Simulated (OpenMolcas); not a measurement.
**Ag2+ in KCdF3**

Ag2+ with its 6 nearest fluoride ions at 2.215 Å, on the Cd site of idealised cubic KCdF3 (a = 4.302 Å, distance in the model lattice 2.151 Å). The rest of the host is ab initio model potentials to 7.6 Å, with orthogonalisation functions on the cations behind the ligands, and point charges beyond; the distance is set by hand and nothing relaxes. Ligand basis ANO-RCC-VDZP.
```
Ag    0.0000    0.0000    0.0000
F     2.2150    0.0000    0.0000
F     0.0000    2.2150    0.0000
F    -2.2150    0.0000    0.0000
F     0.0000   -2.2150    0.0000
F     0.0000    0.0000    2.2150
F     0.0000    0.0000   -2.2150
```

| Quantity | Value |
| --- | --- |
| Program | OpenMolcas |
| Method | SS-CASPT2, IPEA 0.25 Eh, imaginary shift 0.1 Eh (closed shells correlated: 4s 4p and the ligand valence shells) |
| Basis | ANO-RCC-VDZP [6s5p3d1f] |
| Scalar Hamiltonian | DKH2, point nucleus |
| Active space | 9 electrons in 5 orbitals (4d) |
| State averaging | 2S+1 = 2 even, 5 roots |
| Spin-orbit coupling | state interaction with AMFI integrals over the reference wave functions |

The lowest spin-free states (labels of O, the rotations of Oh), above the lowest:

```tsv
State	Degeneracy	E (cm-1)	Free-ion L (%)
2E	2	0	D (100)
2T2	3	12730	D (100)
```

The lowest levels with spin-orbit coupling:

```json
{"E (cm-1)": "0", "Degeneracy": "4", "Label": "Γ8", "2S+1": "2", "g": ""}
{"E (cm-1)": "11310", "Degeneracy": "2", "Label": "Γ7", "2S+1": "2", "g": "1.97 1.97 1.97"}
{"E (cm-1)": "14280", "Degeneracy": "4", "Label": "Γ8", "2S+1": "2", "g": ""}
```

Powder χT (cm3 K/mol): 0.555 at 2 K, 0.556 at 10 K, 0.558 at 50 K, 0.561 at 100 K, 0.567 at 200 K, 0.574 at 300 K. The effective moment at 300 K is 2.828 √(χT) = 2.14 μB.

The lowest level has 2S+1 = 2, for which the spin-only value is χT = S(S+1) / 2 = 0.375 cm3 K/mol (g = 2). The computed 0.574 at 300 K differs by +0.199, through orbital momentum, spin-orbit coupling and any other state in reach.

The gap between the two states is 10Dq = 12733 cm-1.

Over all roots computed the reference weight is 0.73 to 0.74; a low but even weight reflects the number of correlated electrons. An orbital doublet at a regular site is open to a Jahn-Teller distortion, which this geometry leaves out. Ligand-to-metal charge-transfer states are missing. With one d shell and no ligand orbital active, 10Dq can be off by a tenth or more. Free-ion shares, where given, are those of the reference states; single-state CASPT2 does not remix them. No measured value stands beside these numbers; the geometry was set by hand and not optimised.

The CASPT2 steps took 15 s on 1 thread of Arm Neoverse V1, on a shared host; the integral step is not counted.
